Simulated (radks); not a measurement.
Neutral hydrogen, 1s1. Calculated with a radial shooting solver on a logarithmic mesh with Libxc functionals: non-relativistic Kohn-Sham, LDA (Slater exchange, Perdew-Wang correlation), spin-polarised, spherical densities, point nucleus. Every spin shell is full or empty, so the densities are truly spherical. Functionals are evaluated on that one density, not self-consistently. Rank these orbital-free kinetic functionals by their error against the exact value of the orbitals, and give that value: Thomas-Fermi, von Weizsacker, TF + vW, TF + vW/9, LC94, APBEK, revAPBEK, Perdew 92, Thakkar, Pearson, PG1, DePristo-Kress, Ernzerhof.

Answer. Exact: 0.466675 hartree. From best to worst, with 100 (|E| - |E exact|)/|E exact| (equal figures are ties): von Weizsacker 0.00, APBEK +1.53, LC94 +1.66, Thakkar +1.89, TF + vW/9 +2.10, Perdew 92 +2.12, DePristo-Kress +2.12, revAPBEK +2.42, Pearson -2.89, Ernzerhof +5.80, Thomas-Fermi -9.01, PG1 +54.25, TF + vW +90.99.
